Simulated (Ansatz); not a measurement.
CH$_{7}$FN$_{3}$Nb, singlet, at a GFN2-xTB geometry (such geometries of metal compounds can be far from the true shape) (core potentials on Nb); Ansatz (a quantum-chemistry and plane-wave program) with B3LYP/def2-SV(P).

The Ansatz input:
Ansatz 0.2 input:
```yaml
crystal:
  periodic: [false, false, false]
  atoms:
    - {symbol: Nb, position_ang: [-0.15784722, 0.09029390, 0.26531268]}
    - {symbol: N, position_ang: [0.80800727, -0.49432567, -1.09655918]}
    - {symbol: C, position_ang: [1.67131531, -1.04679827, -2.06774546]}
    - {symbol: H, position_ang: [1.34897868, -0.76363955, -3.07638902]}
    - {symbol: H, position_ang: [2.69647913, -0.68563531, -1.91255176]}
    - {symbol: H, position_ang: [1.67415209, -2.14236731, -1.99362600]}
    - {symbol: F, position_ang: [0.42517029, -0.56858093, 1.94845894]}
    - {symbol: N, position_ang: [-1.97513030, -0.51118664, -0.21889167]}
    - {symbol: H, position_ang: [-2.77729967, -0.27823852, 0.37152640]}
    - {symbol: H, position_ang: [-2.31958734, -1.04568755, -1.01353813]}
    - {symbol: N, position_ang: [0.01578584, 2.04972426, 0.09398888]}
    - {symbol: H, position_ang: [0.53390688, 2.62606565, -0.56572682]}
    - {symbol: H, position_ang: [-0.47995758, 2.67598743, 0.73306189]}
basis:
  gaussian:
    orbitals: def2-SV_P_.json
hamiltonian:
  xc: b3lyp
```
The basis file holds def2-SV(P) in the JSON format of the Basis Set Exchange.

Output, abridged:

```
Functional definition: B3LYP
1236 factors; integrals over basis functions are off by at most 5.7e-4 eV
mean field evaluation 1: about -9861.5604 eV, gradient 1.1e2 eV
mean field evaluation 2: about -9697.6925 eV, gradient 2.7e2 eV
mean field evaluation 4: about -9883.3471 eV, gradient 3.4e1 eV
mean field evaluation 8: about -9885.6701 eV, gradient 5.5e-1 eV
mean field evaluation 16: about -9885.9032 eV, gradient 8.2e-4 eV
mean field -9885.90324391 eV, -363.3002433079 hartree, gradient 2.0e-5 eV, S^2 0.000000; 0 other end points of the search recorded, 0 dependent functions left out
reference -9885.90360843 eV, -363.3002567037 hartree; 28, 28 occupied and 80, 80 virtual orbitals, 1236 factors
Total energy: -9885.90360843 eV, -363.3002567037 hartree
```
